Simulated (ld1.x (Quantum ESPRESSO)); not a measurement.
## O: one change to a TM potential, before and after

oxygen (O), norm-conserving Troullier–Martins (Kleinman–Bylander form), made with ld1.x (Quantum ESPRESSO) 7.5 (LDA (PZ), scalar-relativistic). Core [He], reference 2s2 2p4. Waves: 2p (bound): rc 0.95 bohr; 2s (bound): rc 0.75 bohr. Local part: the s channel. Core correction: Bessel-smoothed model core inside 0.35 bohr.

All-electron outer shells of the reference configuration (LDA (PZ), scalar-relativistic, ld1.x):

| shell | level (eV) | outermost node (bohr) | outermost maximum (bohr) |
| --- | --- | --- | --- |
| 1s | -510.89 | – | 0.13 |
| 2s | -23.75 | 0.28 | 0.88 |
| 2p | -9.20 | – | 0.82 |

Change: all radii but the core radius scaled by about 0.75 (s 0.56, p 0.72 bohr).

Cutoffs: the cutoffs (Ry, on a coarse ladder) from which the occupation-weighted sum of valence levels, in a spherical-Bessel basis at the reference potential, stays within 10 and 1 mRy of its value at 400 Ry; they do not see the model core or the augmentation charge, which bear on the density cutoff. Errors are all-electron minus pseudo energies relative to the spin-unpolarised reference configuration.

**Question.** How do hardness, ghosts and transferability respond?

**Answer.** Of the 9 tests that both files solve, the error grows in 2 and shrinks in 4 by more than 15 % and 0.3 meV (median size 7.9 → 9.2 meV); neither file shows a bound ghost.

```csv
quantity,base,changed
"cutoff, loose",140 Ry,230 Ry
"cutoff, tight",230 Ry,over 300 Ry
loose cutoff by channel (10 mRy a level),"p 100 Ry, s 70 Ry","p 140 Ry, s 230 Ry"
bound ghosts,none,none
"error for 2s2 2p3, meV [ΔE 16.58 eV]",-0.8,+0.1
"error for 2s2 2p2, meV [ΔE 50.29 eV]",+7.5,+6.4
"error for 2s2 2p1, meV [ΔE 104.26 eV]",+63,+39
"error for 2s1 2p4, meV [ΔE 31.42 eV]",+4.9,+9.3
"error for 2s0 2p6, meV [ΔE 29.23 eV]",+33,+36
"error for 2s1 2p5, meV [ΔE 14.58 eV]",+7.9,+9.2
"error for 2s2 2p4.3, meV [ΔE -2.17 eV]",+0.2,+0.2
"error for 2s2 2p4 (spin-polarised), meV [ΔE -1.41 eV]",+17,+6.8
"error for 2s2 2p3 (spin-polarised), meV [ΔE 12.57 eV]",+50,+20
```
